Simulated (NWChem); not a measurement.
System: hydronium (H$_{3}$O cation); SMILES [OH3+]

The following NWChem deck was run.

```
start job
memory heap 200 mb stack 900 mb global 1100 mb
charge 1
geometry units angstroms noautosym nocenter noautoz
  O      0.000000     0.000000     0.078775
  H      0.669342     0.669342    -0.207386
  H      0.244996    -0.914338    -0.207386
  H     -0.914338     0.244996    -0.207386
end
basis spherical
  * library cc-pvtz
end
dft
  xc b3lyp
  iterations 150
end
property
  efieldgrad
end
task dft property
```

Parts of the log:

```
             Northwest Computational Chemistry Package (NWChem) 7.3.0
             --------------------------------------------------------

                             Geometry "geometry" -> ""
                             -------------------------

 Output coordinates in angstroms (scale by  1.889725989 to convert to a.u.)

  No.       Tag          Charge          X              Y              Z
 ---- ---------------- ---------- -------------- -------------- --------------
    1 O                    8.0000     0.00000000     0.00000000     0.07877500
    2 H                    1.0000     0.66934200     0.66934200    -0.20738600
    3 H                    1.0000     0.24499600    -0.91433800    -0.20738600
    4 H                    1.0000    -0.91433800     0.24499600    -0.20738600

 Effective nuclear repulsion energy (a.u.)      13.8110707593

                              NWChem Property Module
                              ----------------------

  itol2e modified to match energy
  convergence criterion.

                                 NWChem DFT Module
                                 -----------------

 Summary of "ao basis" -> "ao basis" (spherical)
 ------------------------------------------------------------------------------
       Tag                 Description            Shells   Functions and Types
 ---------------- ------------------------------  ------  ---------------------
 O                          cc-pvtz                 10       30   4s3p2d1f
 H                          cc-pvtz                  6       14   3s2p1d

  itol2e modified to match energy
  convergence criterion.

            General Information
            -------------------
          SCF calculation type: DFT
          Wavefunction type:  closed shell.
          No. of atoms     :     4
          No. of electrons :    10
           Alpha electrons :     5
            Beta electrons :     5
          Charge           :     1
          Spin multiplicity:     1
          Use of symmetry is: off; symmetry adaption is: off
          Maximum number of iterations: 150
          AO basis - number of functions:    72
                     number of shells:    28
          Convergence on energy requested:  1.00D-07
          Convergence on density requested:  1.00D-05
          Convergence on gradient requested:  5.00D-04

              XC Information
              --------------
                         B3LYP Method XC Potential
                     Hartree-Fock (Exact) Exchange  0.200
                        Slater Exchange Functional  0.800 local
                    Becke 1988 Exchange Functional  0.720 non-local
              Lee-Yang-Parr Correlation Functional  0.810
                  VWN I RPA Correlation Functional  0.190 local

             Grid Information
             ----------------
          Grid used for XC integration:  fine
          Radial quadrature: Mura-Knowles
          Angular quadrature: Lebedev.
          Tag              B.-S. Rad. Rad. Pts. Rad. Cut. Ang. Pts.
          ---              ---------- --------- --------- ---------
          O                   0.60       70           6.0       590
          H                   0.35       60           8.0       590
          Grid pruning is: on
          Number of quadrature shells:   250
          Spatial weights used:  Erf1

      Superposition of Atomic Density Guess
      -------------------------------------

 Sum of atomic energies:         -76.28009709

 Renormalizing density from      11.00 to     10

      Non-variational initial energy
      ------------------------------

 Total energy =     -71.857179
 1-e energy   =    -119.292974
 2-e energy   =      33.624724
 HOMO         =      -1.208096
 LUMO         =      -0.348488

   convergence    iter        energy       DeltaE   RMS-Dens  Diis-err
 ---------------- ----- ----------------- --------- --------- ---------
 d= 0,ls=0.0,diis     1    -76.4371168953 -9.02D+01  1.82D-02  4.33D+00
 d= 0,ls=0.0,diis     2    -76.1435150714  2.94D-01  1.31D-02  6.72D+00
 d= 0,ls=0.0,diis     3    -76.7332130331 -5.90D-01  8.46D-04  4.84D-02
 d= 0,ls=0.0,diis     4    -76.7375089781 -4.30D-03  6.71D-05  9.48D-05
 d= 0,ls=0.0,diis     5    -76.7375159435 -6.97D-06  1.95D-05  5.91D-06
 d= 0,ls=0.0,diis     6    -76.7375163970 -4.54D-07  1.28D-06  5.26D-08
 d= 0,ls=0.0,diis     7    -76.7375164017 -4.74D-09  8.75D-08  4.81D-11

         Total DFT energy =      -76.737516401721
      One electron energy =     -128.361953976611
           Coulomb energy =       47.221512698506
    Exchange-Corr. energy =       -9.408145882909
 Nuclear repulsion energy =       13.811070759293

 Numeric. integr. density =       10.000000129304

                       DFT Final Molecular Orbital Analysis
                       ------------------------------------

 Vector    3  Occ=2.000000D+00  E=-9.360932D-01
              MO Center=  9.4D-02,  9.3D-02, -1.8D-02, r^2= 7.1D-01
   Bfn.  Coefficient  Atom+Function         Bfn.  Coefficient  Atom+Function
  ----- ------------  ---------------      ----- ------------  ---------------
     8      0.251614  1 O  px                 9      0.251698  1 O  py
    32      0.225887  2 H  s                  5      0.223716  1 O  px
     6      0.223790  1 O  py                31      0.162639  2 H  s
    46     -0.112976  3 H  s                 60     -0.112911  4 H  s
    11      0.101985  1 O  px                12      0.102019  1 O  py

[...]

          -----------------------
          Electric field gradient
          -----------------------

 1 a.u. = 0.324123 10**(16) esu/cm**3  ( or statvolts/cm**2 ) = 0.97174 10**(22) v/m**2

 ------------------------------------------------------------
   Atom      X         Y         Z
 ------------------------------------------------------------
    1 O    0.00000   0.00000   0.14886
 ------------------------------------------------------------

 Electric field gradient in molecular frame (a.u.)
         XX             YY             ZZ             XY             XZ             YZ
 ------------------------------------------------------------------------------------------
       -0.920762      -0.920762       1.841525      -0.000000       0.000000       0.000000

 Principal components (a.u.) and orientation
 of principal axis w.r.t. absolute frame                      Asymmetry parameter eta
 --------------------------------------------------------------------------------------
        1.841525      -0.920763      -0.920762                       0.000000

        0.000000       0.707085       0.707129
        0.000000       0.707129      -0.707085
        1.000000      -0.000000      -0.000000

 ------------------------------------------------------------
   Atom      X         Y         Z
 ------------------------------------------------------------
    2 H    1.26487   1.26487  -0.39190
 ------------------------------------------------------------

 Electric field gradient in molecular frame (a.u.)
         XX             YY             ZZ             XY             XZ             YZ
 ------------------------------------------------------------------------------------------
       -0.080086      -0.080086       0.160172      -0.228576       0.106388       0.106388

 Principal components (a.u.) and orientation
 of principal axis w.r.t. absolute frame                      Asymmetry parameter eta
 --------------------------------------------------------------------------------------
       -0.352792       0.204302       0.148490                       0.158201

        0.678523       0.199015       0.707107
        0.678523       0.199015      -0.707107
       -0.281449       0.959576      -0.000000

 ------------------------------------------------------------
   Atom      X         Y         Z
 ------------------------------------------------------------
    3 H    0.46298  -1.72785  -0.39190
 ------------------------------------------------------------

 Electric field gradient in molecular frame (a.u.)
         XX             YY             ZZ             XY             XZ             YZ
 ------------------------------------------------------------------------------------------
        0.117867      -0.278039       0.160172       0.114288       0.038941      -0.145329

 Principal components (a.u.) and orientation
 of principal axis w.r.t. absolute frame                      Asymmetry parameter eta
 --------------------------------------------------------------------------------------
       -0.352792       0.204302       0.148490                       0.158200

       -0.248357       0.072844       0.965926
        0.926879      -0.271859       0.258819
        0.281449       0.959576       0.000000

 ------------------------------------------------------------
   Atom      X         Y         Z
 ------------------------------------------------------------
    4 H   -1.72785   0.46298  -0.39190
 ------------------------------------------------------------

 Electric field gradient in molecular frame (a.u.)
         XX             YY             ZZ             XY             XZ             YZ
 ------------------------------------------------------------------------------------------
       -0.278039       0.117867       0.160172       0.114288      -0.145329       0.038941

 Principal components (a.u.) and orientation
 of principal axis w.r.t. absolute frame                      Asymmetry parameter eta
 --------------------------------------------------------------------------------------
       -0.352792       0.204302       0.148490                       0.158200

        0.926879      -0.271859       0.258819
       -0.248357       0.072844       0.965926
        0.281449       0.959576       0.000000
```

Level: B3LYP/cc-pVTZ. The geometry was optimised at B3LYP/6-31G* (spherical d). NWChem prints the field gradient with the sign opposite to the second derivative of the potential.
